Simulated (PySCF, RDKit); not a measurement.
Conformational energy of SMILES c1(S)ccccc1C=C (C₈H₈S). Scanned: dihedral C1–C2–C3–C4; all other coordinates were relaxed at GFN2-xTB. Points at φ and −φ are mirror images. Heavy atoms are numbered in the order of the SMILES C=Cc1ccccc1S, hydrogens after them in the order of the atoms that carry them; the mirror image has the same energies with the sign of each dihedral reversed.

Methods: RHF/3-21G = PySCF with restricted Hartree-Fock/3-21G, density fitting // GFN2-xTB; RKS-B3LYP/6-311+G** = restricted B3LYP/6-311+G**, spherical d, density fitting // GFN2-xTB (PySCF); UFF // GFN2-xTB (RDKit).

Energies in kcal/mol, each method relative to its own lowest point.

```
φ / °  RHF/3-21G  RKS-B3LYP/6-311+G**   UFF
-----  ---------  -------------------  ----
-150         2.6                  1.9   3.8
-120         1.7                  2.7   1.4
-90          1.2                  2.9   3.2
-60          0.1                  1.1   1.0
-30          0.0                  0.0   0.0
0            1.0                  0.4   2.2
30           0.0                  0.0   0.0
60           0.1                  1.1   1.0
90           1.2                  2.9   3.2
120          1.7                  2.7   1.4
150          2.6                  1.9   3.8
180          3.7                  1.9  11.0
```
